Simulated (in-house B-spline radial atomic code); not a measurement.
A calculation on the sulfur ion S⁺ (an excited or competing configuration): its settings, and results tabulated from the run. All numbers are computed (Dirac-Hartree-Fock, average of configuration; Fermi nucleus of rms radius 3.2611 fm) with a radial B-spline atomic code at the basis-set limit, not measured.

Command:
```bash
python run_scf.py task.json out
```
Settings (nuclear radius in fm, mass in u):
```
Z                16
configuration    [Ne] 3s2 3p2 7d1
hamiltonian      dirac
method           hf
spin_polarised   False
nucleus          fermi
rms_radius       3.2611
atomic_mass      31.97207
speed_of_light   137.035999084
```

Output (hartree, bohr):
```
 radial grid: 94 intervals, B-splines of order 8, outer radius 173.4 bohr

 iter        energy (Eh)    residual
    1       -395.8736957    2.68e-01
    2       -397.3964893    6.17e-02
    3       -397.4562571    2.19e-02
    4       -397.4652583    7.60e-03
    5       -397.4670255    2.45e-03
    6       -397.4671179    3.16e-04
    7       -397.4671200    2.78e-05
    8       -397.4671200    2.67e-06
    9       -397.4671200    1.97e-07

 total energy                     -397.467120
 kinetic                            399.72276
 electron-nucleus                  -937.06126
 electron-electron                  139.87137

 first-order corrections (not in the total)
   Gaunt                            0.09423
   retardation                     -0.00681
   frequency dependence            -0.00007
   self-energy                      0.06156
   Uehling                         -0.00405
   Wichmann-Kroll                   0.00001
   recoil                           0.00567

 orbital      occ     eigenvalue          <r>       <r^2>       <1/r>       r_max    small
 1s1/2      2.000      -93.25005     0.096717   0.0125872     15.6715     0.06333  3.24e-03
 2s1/2      2.000       -9.96058     0.472943    0.265379     3.10027      0.3862  5.02e-04
 2p1/2      2.000       -7.61570     0.438573    0.239521     2.97638      0.3256  4.71e-04
 2p3/2      4.000       -7.56729      0.44072    0.241724     2.95706      0.3273  4.68e-04
 3s1/2      2.000       -1.62000      1.59281       2.907     0.84902       1.367  7.78e-05
 3p1/2      0.667       -1.19701      1.77457     3.65168    0.749579       1.498  6.47e-05
 3p3/2      1.333       -1.19289      1.77966     3.67216     0.74691       1.503  6.45e-05
 7d3/2      0.400       -0.04538      31.5337     1119.67   0.0482246       35.05  1.62e-06
 7d5/2      0.600       -0.04538      31.5351     1119.77   0.0482184       35.05  1.62e-06
```

Cost of the run: 4.6 s on 1 thread of Arm Neoverse V1, with other jobs on the host.

For the Dirac Hamiltonian the kinetic term is c α·p + (β - 1)c².
